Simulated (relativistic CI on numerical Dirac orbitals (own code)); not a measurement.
# Sc2+ in a cubic cluster: L2,3 absorption with charge transfer

Computed with a charge-transfer multiplet model of a cubic metal-ligand cluster with up to one ligand hole, Slater and spin-orbit integrals from Dirac-Coulomb-Breit ions, Slater integrals scaled by 0.8. The ground state mixes d1 with configurations of k ligand holes L, whose averages lie at kΔ + k(k − 1)U_dd/2; a core hole lowers each added d electron by U_cd. 300 K, Lorentzian 0.4 eV and Gaussian 0.3 eV FWHM.

Atomic integrals in eV (Slater integrals scaled, ζ unscaled), ground: F2dd 4.710, F4dd 2.885, zeta_d 0.008; with the core hole: F2dd 6.786, F4dd 4.228, zeta_d 0.015, zeta_core 3.008, F2cd 3.515, G1cd 2.451, G3cd 1.388. Where a configuration has fewer than two d electrons, the dd integrals are those of d2.

Cluster parameters (eV): Δ = 7.9, U_dd = 4.6, U_cd = 5.1, 10Dq(ligand) = 0.4, V(eg) = 1.2, V(t2g) = -0.51, final-state hopping factor = 0.8.

```json
{"Case": "10Dq = -0.7 eV", "n_d": "1.08", "d1": "0.92", "d2L": "0.08", "S": "0.50"}
{"Case": "10Dq = -0.4 eV", "n_d": "1.08", "d1": "0.92", "d2L": "0.08", "S": "0.50"}
{"Case": "10Dq = 0.2 eV", "n_d": "1.09", "d1": "0.91", "d2L": "0.09", "S": "0.50"}
{"Case": "10Dq = 0.8 eV", "n_d": "1.08", "d1": "0.92", "d2L": "0.08", "S": "0.50"}
{"Case": "10Dq = 1.1 eV", "n_d": "1.08", "d1": "0.92", "d2L": "0.08", "S": "0.50"}
```

Weights, n_d and S are thermal averages at 300 K. Photon energies count from the first peak over 30 % of the highest in each spectrum, which can be another peak from case to case. The parameters are a model scan and need not match a compound or its usual spin state. A negative ionic 10Dq is a model choice; hopping adds the covalent part of the field. Peaks in eV (height, largest 100):
- 10Dq = -0.7 eV: 0.0 (87), 2.7 (41), 4.3 (100)
- 10Dq = -0.4 eV: 0.0 (30), 1.1 (85), 3.5 (43), 5.1 (100), 7.7 (6)
- 10Dq = 0.2 eV: -1.1 (27), 0.0 (90), 2.6 (43), 4.1 (100), 6.7 (7)
- 10Dq = 0.8 eV: -1.2 (14), 0.0 (38), 1.4 (99), 3.3 (44), 5.6 (100)
- 10Dq = 1.1 eV: -1.4 (18), 0.0 (43), 1.4 (100), 3.1 (51), 4.7 (75), 5.7 (100)

For the case 10Dq = 0.2 eV, Δ = 7.9 eV is larger than U_dd = 4.6 eV, the Mott-Hubbard side of the Zaanen-Sawatzky-Allen scheme. With the core hole the configuration with one ligand hole lies at Δ + U_dd − U_cd = 7.4 eV above the one without, against Δ in the ground state. The added d electron screens the hole, so the order of the configurations is kept and charge-transfer satellites are weaker than in photoemission.
